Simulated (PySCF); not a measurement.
# Deuteron quadrupole couplings in `C=CP(CC(F)(F)F)C1CC1`

Species: C₇H₁₀F₃P.
Atom-mapped SMILES: `[CH2:1]=[CH:2][P:3]([CH2:4][C:5]([F:6])([F:7])[F:8])[CH:9]1[CH2:10][CH2:11]1` (hydrogens: H12, H13 on C1; H14 on C2; H15, H16 on C4; H17 on C9; H18, H19 on C10; H20, H21 on C11)

Cartesian coordinates in Å at the GFN2-xTB level; atoms count from 1:
```
atom  x, y, z in Å
C1    -1.6028   -2.1849   -0.8942
C2    -0.9935   -1.4078   -0.0148
P3    -0.1436    0.1289   -0.5039
C4    -0.8025    1.2201    0.8804
C5    -2.2131    1.6229    0.5538
F6    -2.3278    2.1183   -0.6863
F7    -2.6877    2.5709    1.3853
F8    -3.0760    0.5979    0.6358
C9     1.4611   -0.2250    0.3200
C10    2.5914   -0.7122   -0.5397
C11    2.6248    0.6734    0.0114
H12   -1.6401   -1.9274   -1.9398
H13   -2.0921   -3.1019   -0.6069
H14   -0.9633   -1.6692    1.0386
H15   -0.1939    2.1250    0.9379
H16   -0.7952    0.7120    1.8477
H17    1.3896   -0.6319    1.3246
H18    2.4072   -0.8328   -1.5970
H19    3.2628   -1.4513   -0.1298
H20    2.4663    1.4919   -0.6753
H21    3.3195    0.8999    0.8064
```

Level: PBE0/pcSseg-1 (PySCF, non-relativistic); Q(2H) = 0.00286 b; rigid geometry, the same for H and D, with no vibrational averaging.

Question: Rank these positions by the coupling χzz of a deuteron there, largest first.
A. H16 (methylene hydrogen)
B. H17 (methine hydrogen)
C. H21 (methylene hydrogen)

Answer: C (223 kHz), B (215 kHz), A (203 kHz).

Give the electric field gradient Vzz (the principal value of largest size), its asymmetry and the 2H coupling at each hydrogen.

```csv
atom,bonded to,bond length (Å),Vzz (au),η,χzz (kHz)
H12,C1,1.077,0.3320,0.04,223
H13,C1,1.078,0.3332,0.03,224
H14,C2,1.086,0.3206,0.05,215
H15,C4,1.092,0.3021,0.03,203
H16,C4,1.093,0.3014,0.04,203
H17,C9,1.086,0.3196,0.08,215
H18,C10,1.080,0.3285,0.07,221
H19,C10,1.079,0.3320,0.07,223
H20,C11,1.080,0.3285,0.07,221
H21,C11,1.080,0.3314,0.07,223
```

How does χzz go with the bond length over the 10 C–H bonds?

A straight-line fit has a slope of -14.2 kHz for each 0.01 Å, with a correlation coefficient of -0.98, over lengths from 1.077 to 1.093 Å. The longer bonds have the smaller couplings here.

Give the 2H NMR doublet splittings at H19 for a magnetic field along the z, y and x axes of the gradient: 3χ/2, 3χ(1 + η)/4, 3χ(1 − η)/4.

With |χ| = 223.1 kHz and η = 0.070: 335, 179 and 156 kHz, to first order and without motion.

One conformer (not necessarily the lowest) at the GFN2-xTB geometry, without solvent, vibrations or thermal averaging. GFN2-xTB bond lengths can be off by several hundredths of an ångström, more for odd bonds, and the gradients follow them. A larger basis could move these couplings by a tenth or more.
